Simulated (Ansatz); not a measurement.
Two shapes of singlet BF₄(-).

Shape 1:

```xyz
5

B    -0.0204    0.0083   -0.0449
F     0.8525    0.7906    0.7921
F     0.8563   -0.7921   -0.8034
F    -0.7952    0.8187   -0.7633
F    -0.8248   -0.7985    0.7639
```

Shape 2:

```xyz
5

B     0.0000    0.0000    0.0000
F     0.7454    0.7454    0.7454
F     0.7454   -0.7454   -0.7454
F    -0.7454    0.7454   -0.7454
F    -0.7454   -0.7454    0.7454
```

Basis set: cc-pVTZ (spherical functions). Correlated methods keep 5 orbitals frozen. Charge -1, multiplicity 1.

Computed with Ansatz (development build ahead of 0.2.0); each method stands on the lowest determinant of its kind that the runs found.

(1) Which shape is lower in energy, and by how much in each method?

## Answers

(1)

```
 method  E(2) − E(1) (eV)
    RHF             0.919
RHF-MP2             1.236
```

Shape 1 is lower. Caution: no diffuse functions for an anion; no unrestricted run beside it, a lower state can exist.
